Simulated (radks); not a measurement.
The numbers below are computed, except where a source is named.
Ionisation of neutral carbon, [He] 2s2 2p2, to C+, [He] 2s2 2p1, under several functionals. Non-relativistic Kohn-Sham, spin-unpolarised, spherical densities, point nucleus; a radial shooting solver on a logarithmic mesh with Libxc functionals. Known Delta-SCF values: PBEsol 10.792 eV; exchange-only PBE 10.079 eV; MS2 meta-GGA 10.670 eV. What does XLYP give, and what is its highest occupied eigenvalue?

Answer. 10.877 eV by Delta-SCF; the 2p eigenvalue is -5.284 eV. NIST: 11.260 eV (measured).

Beside tabulated values, note that spin-unpolarised runs miss the spin-polarisation part of the exchange energy of open shells.
